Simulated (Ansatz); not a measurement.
Sn3F4⁺. Charge 1, multiplicity 2. Geometry r2SCAN-D4/def2-SVP.

Cartesian coordinates in Å:
```
Sn 1.517 1.334 0.877
Sn -1.697 -0.459 0.778
Sn 0.015 -0.722 -1.782
F 0.672 -0.658 0.516
F 1.096 1.182 -1.149
F -1.084 -2.107 -0.509
F -0.518 1.429 1.268
```

In the def2 sets Sn takes a core potential; there is no spin–orbit coupling. HSE06 is defined as in plane-wave codes, on full-range PBE exchange. Another isomer (doublet) lies 0.54 eV lower at PBE0-D4/def2-TZVP; other spin states weren't run for this one.

(1) Estimate the α-spin orbital energies around the gap (eV) in Ansatz with PBE-D4/def2-SVP, PBE-D4/def2-TZVP, r2SCAN-D4/def2-TZVP, PBE0-D4/def2-SVP, HSE06-D4/def2-TZVP.

Results:

(1) 
```tsv
orbital	PBE-D4/def2-SVP	PBE-D4/def2-TZVP	r2SCAN-D4/def2-TZVP	PBE0-D4/def2-SVP	HSE06-D4/def2-TZVP
HOMO−13	-16.64	-16.74	-17.18	-18.47	-18.14
HOMO−12	-15.25	-15.40	-15.91	-17.21	-16.93
HOMO−11	-15.06	-15.22	-15.72	-17.00	-16.73
HOMO−10	-14.63	-14.82	-15.30	-16.55	-16.30
HOMO−9	-14.30	-14.51	-15.02	-16.26	-16.02
HOMO−8	-13.88	-14.15	-14.69	-15.98	-15.77
HOMO−7	-13.45	-13.68	-14.21	-15.48	-15.26
HOMO−6	-13.38	-13.64	-14.18	-15.48	-15.24
HOMO−5	-13.37	-13.61	-14.14	-15.40	-15.17
HOMO−4	-12.93	-13.20	-13.69	-14.90	-14.72
HOMO−3	-12.72	-12.89	-13.29	-14.18	-13.90
HOMO−2	-11.96	-12.11	-12.45	-13.19	-12.92
HOMO−1	-11.82	-11.95	-12.29	-12.98	-12.69
HOMO	-8.92	-9.00	-9.37	-9.83	-9.53
LUMO	-7.05	-7.09	-7.14	-6.49	-6.86
LUMO+1	-6.90	-7.01	-6.85	-6.14	-6.61
LUMO+2	-6.55	-6.65	-6.49	-5.78	-6.24
LUMO+3	-6.07	-6.19	-5.94	-5.28	-5.77
LUMO+4	-5.63	-5.80	-5.55	-4.82	-5.37
LUMO+5	-5.08	-5.17	-4.89	-4.28	-4.73
β HOMO	-11.72	-11.86	-12.17	-12.85	-12.57
β LUMO	-8.08	-8.10	-7.93	-7.38	-7.73
```
